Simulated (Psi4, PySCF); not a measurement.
Relaxed torsion scan: SMILES C(#C)[SiH2][SiH2]C#C (C4H6Si2). Scanned: dihedral C2–Si3–Si4–C5; all other coordinates were relaxed at GFN2-xTB. GFN2-xTB can order the conformers of Si and Ge chains otherwise than DFT does. Points at φ and −φ are mirror images. Heavy atoms are numbered in the order of the SMILES C#C[SiH2][SiH2]C#C, hydrogens after them in the order of the atoms that carry them; the mirror image has the same energies with the sign of each dihedral reversed.

- PBE-D3(BJ)/def2-TZVP // GFN2-xTB (Psi4)
- HF/cc-pVTZ // GFN2-xTB (Psi4)
- RKS-B3LYP/6-311+G** = restricted B3LYP/6-311+G**, spherical d, density fitting // GFN2-xTB (PySCF)
- MP2/cc-pVTZ = DF-MP2 (frozen core)/cc-pVTZ // GFN2-xTB in Psi4

Energies relative to the lowest point of each profile, in kcal/mol:

| φ / ° | PBE-D3(BJ)/def2-TZVP | HF/cc-pVTZ | RKS-B3LYP/6-311+G** |
|---|---|---|---|
| -160 | 0.28 | 0.31 | 0.28 |
| -140 | 0.87 | 0.95 | 0.86 |
| -80 | 0.39 | 0.50 | 0.52 |
| -60 | 0.17 | 0.32 | 0.34 |
| -40 | 0.52 | 0.81 | 0.80 |
| -20 | 1.11 | 1.60 | 1.53 |
| 0 | 1.42 | 2.02 | 1.92 |
| 60 | 0.17 | 0.32 | 0.34 |
| 80 | 0.39 | 0.50 | 0.52 |
| 100 | 0.91 | 1.02 | 0.99 |
| 120 | 1.17 | 1.29 | 1.19 |
| 160 | 0.28 | 0.31 | 0.28 |

**Question.** What does MP2/cc-pVTZ give at the same points?

**Answer.** -160: 0.31; -140: 0.94; -80: 0.30; -60: 0.00; -40: 0.33; -20: 0.96; 0: 1.27; 60: 0.00; 80: 0.30; 100: 0.91; 120: 1.24; 160: 0.31 (kcal/mol).
